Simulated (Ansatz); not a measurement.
`CS[SiH](C)Cl` + HCl → `CS[SiH](Cl)Cl` + CH₄ at 700 K and 1 bar (ligand exchange at the Si–C bond).

Calculated with Ansatz (gas phase, PBE0-D4/def2-TZVP geometries, no zero-point term in ΔE). CBS: MP2 limit from def2 TZ/QZ plus the TZ coupled-cluster correction, frozen cores. This one scheme is used for every species. One conformer a species, not always the lowest.

```json
{"species": "`CS[SiH](C)Cl`", "CCSD(T)/CBS energy (Eh)": "-1227.04847", "H − E (kJ/mol)": "317.1", "S (J/(mol·K))": "513.5"}
{"species": "HCl", "CCSD(T)/CBS energy (Eh)": "-460.38127", "H − E (kJ/mol)": "38.4", "S (J/(mol·K))": "211.8"}
{"species": "`CS[SiH](Cl)Cl`", "CCSD(T)/CBS energy (Eh)": "-1647.00366", "H − E (kJ/mol)": "213.0", "S (J/(mol·K))": "485.2"}
{"species": "CH₄", "CCSD(T)/CBS energy (Eh)": "-40.46206", "H − E (kJ/mol)": "145.9", "S (J/(mol·K))": "224.0"}
```

H − E and S are ideal-gas, rigid-rotor, harmonic terms from PBE0-D4/def2-TZVP, for one conformer and one mirror image of each species. 1 Eh = 2625.50 kJ/mol, R = 8.31446 J/(mol·K).

Question: By hand: ΔE, ΔH, ΔS and ΔG.

Answer: ΔE = (-1647.00366) + (-40.46206) − (-1227.04847) − (-460.38127) = -0.03598 Eh = -94.5 kJ/mol. Δ(H − E) = 213.0 + 145.9 − 317.1 − 38.4 = 3.4, so ΔH = -91.1 kJ/mol. ΔS = 485.2 + 224.0 − 513.5 − 211.8 = -16.1 J/(mol·K). ΔG = -91.1 − 700 × (-16.1)/1000 = -79.8 kJ/mol.

Question: By hand: the equilibrium constant, and the temperature at which ΔG would vanish if ΔH and ΔS stayed fixed.

Answer: log₁₀ K = −ΔG/(RT ln 10) = 6.0. ΔG = 0 at ΔH/ΔS = 5658 K, far beyond where these terms or the molecules hold.

ΔH outweighs TΔS. A doubt of 5 kJ/mol in ΔE shifts log₁₀ K by 0.4 here. Other conformers and mirror images would add mixing entropy, several J/(mol·K) or more a flexible species. Modes under 60 cm⁻¹, often nearly free rotors, make the harmonic entropy too high. These are equilibria of isolated gas molecules and say nothing of rates. Largest T1 diagnostic: 0.010 (customary marks: 0.02 for closed shells, 0.045 for open ones).
